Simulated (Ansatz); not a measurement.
AlH₈NOSi₂ (`[AlH2][NH][SiH2]O[SiH3]`) from Hartree–Fock to CCSD(T)

```xyz
13

Al    0.656   -0.316   -2.818
N    -0.076   -0.802   -1.263
Si   -1.027    0.136   -0.188
O    -0.175    0.733    1.076
Si    0.430    0.468    2.567
H     1.495   -1.403   -3.604
H     0.417    1.165   -3.314
H     0.098   -1.753   -0.960
H    -1.544    1.297   -0.947
H    -2.129   -0.693    0.369
H    -0.373   -0.564    3.279
H     0.394    1.737    3.335
H     1.835   -0.005    2.467
```

Total charge 0; spin multiplicity 1. The structure was optimised at the PBE0-D4/def2-TZVP level. It is one conformer, not always the lowest. Frozen core, restricted reference, Ansatz. CBS rows extrapolate triple and quadruple zeta; past MP2 they add the triple-zeta difference.

```csv
basis,HF (Eh),MP2 corr.
def2-SVP,-953.53473,-0.61236
def2-TZVPP,-954.00278,-0.77410
def2-QZVPP,-954.03619,-0.83303
```

Task: Estimate the CCSD correlation energy and the (T) correction in each basis where they were run (hartree).

Result: 
```tsv
basis	CCSD corr.	(T)
def2-SVP	-0.67403	-0.01569
def2-TZVPP	-0.83013	-0.02848
CBS(def2)	-0.93270	as TZ
```
